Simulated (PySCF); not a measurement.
Spin–spin coupling constants

Molfile (atoms numbered from 1):
```
C4H7FGe
     RDKit          3D

 13 13  0  0  0  0  0  0  0  0999 V2000
   -1.9571   -1.0246    0.6707 F   0  0  0  0  0  0  0  0  0  0  0  0
   -0.8110   -0.4321    0.3202 C   0  0  0  0  0  0  0  0  0  0  0  0
    0.3676   -1.0478    0.4795 C   0  0  0  0  0  0  0  0  0  0  0  0
    1.6256   -0.3438    0.0618 C   0  0  0  0  0  0  0  0  0  0  0  0
    0.9582    1.4243   -0.5128 Ge  0  0  0  0  0  4  0  0  0  0  0  0
   -0.9369    0.9365   -0.2621 C   0  0  0  0  0  0  0  0  0  0  0  0
    0.3940   -2.0558    0.9050 H   0  0  0  0  0  0  0  0  0  0  0  0
    2.3501   -0.2593    0.8884 H   0  0  0  0  0  0  0  0  0  0  0  0
    2.1428   -0.8726   -0.7564 H   0  0  0  0  0  0  0  0  0  0  0  0
    1.3932    2.5639    0.4262 H   0  0  0  0  0  0  0  0  0  0  0  0
    1.3033    1.7961   -1.9656 H   0  0  0  0  0  0  0  0  0  0  0  0
   -1.5001    0.9115   -1.2097 H   0  0  0  0  0  0  0  0  0  0  0  0
   -1.4768    1.6134    0.4190 H   0  0  0  0  0  0  0  0  0  0  0  0
  1  2  1  0
  2  3  2  0
  3  4  1  0
  4  5  1  0
  5  6  1  0
  6  2  1  0
  3  7  1  0
  4  8  1  0
  4  9  1  0
  5 10  1  0
  5 11  1  0
  6 12  1  0
  6 13  1  0
M  END
```

Couplings: B3LYP/pcJ-1 (pcSseg-1 on Ge) (spin–dipole term only in couplings to heteroatoms) in PySCF 2.14.0 with density-fitted response routines, geometry PBE0-D3(BJ)/def2-SVP; gas phase, one conformer, non-relativistic. Couplings are averaged over pairs made equivalent by symmetry, fast rotation or ring inversion, so a value needn't be that of the named pair in this geometry, while other rotamers aren't included; one pair stands for each set, and the list holds a selection of those of at least 0.8 Hz over up to four bonds. One-bond C–F couplings come out tens of Hz too large with common functionals.

Isotopes: ¹⁹F, ¹³C, ¹H.

```tsv
pair	bonds	J (Hz)
F1, C2	1	?
C2, C3	1	95.9
C2, C6	1	49.8
C3, C4	1	46.3
C3, H7	1	167.9
C4, H8	1	?
C6, H12	1	141.4
C2, C4	2	?
C3, C6	2	12.4
C4, C6	2	3.9
C4, H7	2	4.9
C6, H10	2	7.7
H8, H9	2	-18.8
H10, H11	2	?
H12, H13	2	-19.1
F1, C4	3	?
C2, H8	3	?
C3, H12	3	5.9
H7, H8	3	4.4
H8, H10	3	3.6
H8, H11	3	1.8
H10, H12	3	?
H10, H13	3	?
H7, H10	4	1.3
H8, H12	4	3.9
H8, H13	4	1.9
```

Estimate the withheld couplings, with signs.

## Answers


- ¹J(F1,C2) = -348.1 Hz (bond length 1.337 Å)
- ¹J(C4,H8) = 141.6 Hz (bond length 1.102 Å, sp3 carbon)
- ²J(C2,C4) = 11.1 Hz (angle at C3 119°)
- ²J(H10,H11) = 19.7 Hz (angle at Ge5 109°)
- ³J(F1,C4) = 2.0 Hz (dihedral angle 180°)
- ³J(C2,H8) = 8.9 Hz (dihedral angle 124°)
- ³J(H10,H12) = 2.4 Hz (mean over equivalent pairs that range from 1.3 to 3.4 Hz in this conformer)
- ³J(H10,H13) = 4.0 Hz (dihedral angle 7°)

Relativistic effects of the heavier atoms present are left out.
